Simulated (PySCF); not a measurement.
An unknown is described by computed data only.

Elements present: C, H, S and Si. Monoisotopic mass: 178.0272 u.

| Property | Result |
| --- | --- |
| Polarisability | 151.9 au [CAM-B3LYP/def2-SVPD] |
| Rotational structure | rotational constants A, B, C: 2.099, 0.496, 0.404 GHz [PBE0-D3(BJ)/def2-SVP] |
| 1H NMR | chemical shifts (computed TMS as zero) by class: 7.78 (1 H), 7.54 (1 H), 7.50 (1 H), 7.40 (1 H), 6.05 (1 H), 4.80 (3 H), 3.50 (2 H) ppm [GIAO PBE0/pcSseg-1] |
| UV, first state | lowest singlet excitation: 4.91 eV (253 nm, f = 0.080) [TDDFT CAM-B3LYP/def2-SVPD] |
| NMR, other nuclei | isotropic shieldings of nuclei other than C and H, by class: 408 (1 Si), 633 (1 S) ppm [GIAO PBE0/pcSseg-1] |
| Triplet | lowest triplet excitation (Tamm–Dancoff): 3.20 eV [TDA CAM-B3LYP/def2-SVPD] |
| Dipole | 1.60 D [CAM-B3LYP/def2-SVPD] |
| 13C NMR | chemical shifts (computed TMS as zero) by class: 148.9 (1 C), 147.8 (1 C), 145.3 (1 C), 132.0 (1 C), 131.0 (1 C), 130.9 (1 C), 128.6 (1 C), 124.8 (1 C), 41.3 (1 C) ppm [GIAO PBE0/pcSseg-1] |

Electronic properties: PySCF, gas phase, density fitting. Levels stand in brackets. Isolated species at its PBE0-D3(BJ)/def2-SVP geometry (one conformer only). NMR classes are plain means over equivalent atoms (diastereotopic ones count apart unless rotation or inversion swaps them), as if these changed places fast.

**Question.** Which formula fits the mass and the elements?

**Answer.** C9H10SSi (calculated 178.0272). No other formula that holds each of these elements comes within 0.0003 u with a fitting electron parity and a possible valence count.

**Question.** Propose a structure and show how it fits.

**Answer.** Numbering: `[SiH3:1][S:2][C:3]1=[CH:4][CH2:5][c:6]2[cH:7][cH:8][cH:9][cH:10][c:11]21`. Its formula, C9H10SSi, gives 6 degrees of unsaturation: 2 rings and 4 π bonds in the structure found (Kekulé form). 9 carbons fall into 9 classes; from least to most shielded: substituted aromatic carbon [C11] (148.9 ppm), substituted aromatic carbon [C6] (147.8 ppm), fully substituted alkene carbon [C3] (145.3 ppm), aromatic CH carbon [C9] (132.0 ppm), aromatic CH carbon [C8] (131.0 ppm), alkene CH carbon [C4] (130.9 ppm), aromatic CH carbon [C7] (128.6 ppm), aromatic CH carbon [C10] (124.8 ppm), benzylic-type carbon [C5] (41.3 ppm). Hydrogen classes from least to most shielded: 1 H on an aromatic CH carbon, C10 (7.78 ppm), 1 H on an aromatic CH carbon, C7 (7.54 ppm), 1 H on an aromatic CH carbon, C9 (7.50 ppm), 1 H on an aromatic CH carbon, C8 (7.40 ppm), 1 H on an alkene CH carbon, C4 (6.05 ppm), 3 H on an SiH3 silicon, Si1 (4.80 ppm), 2 H on a benzylic-type carbon, C5 (3.50 ppm). The other shieldings belong to: 408 ppm, SiH3 silicon [Si1]; 633 ppm, sulfur bonded to C and Si [S2]. By its constants the optimised geometry is an asymmetric top. Structure: `[SiH3]SC1=CCc2ccccc21`. The assignments are read from this structure; whether some other isomer fits the data as well wasn't checked.

The values belong to the conformer `[SiH3:1][S:2][C:3]1=[CH:4][CH2:5][c:6]2[cH:7][cH:8][cH:9][cH:10][c:11]21`: Si1–S2–C3–C4 1°.
